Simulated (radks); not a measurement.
The numbers below are computed, except where a source is named.
Q: Orbital eigenvalues (eV) of neutral cobalt, [Ar] 3d7 4s2, of relativity; Dirac values are averaged over j with weights 2j + 1. Spin-unpolarised spherical Kohn-Sham, LDA (Slater exchange, Perdew-Wang correlation), point nucleus unless stated (finite: rms radius 3.7875 fm), a radial shooting solver on a logarithmic mesh with Libxc functionals. A level marked "c x" has the speed of light scaled by that factor and shares open shells by 2j + 1; other Dirac levels either fill j = l - 1/2 first or share by 2j + 1.

shell  non-rel.
1s      -7499.9
2s      -881.10
2p      -766.06
3s      -99.366
3p      -64.984
3d      -8.7682
4s      -5.5654

Give the values at the level "Dirac, low j first".

A: 
shell  Dirac, low j first  change of magnitude (%)
1s                -7574.9                    +1.00
2s                -896.73                    +1.77
2p                -769.15                    +0.40
3s                -101.82                    +2.46
3p                -65.476                    +0.76
3d                -8.4360                    -3.79
4s                -5.6710                    +1.90
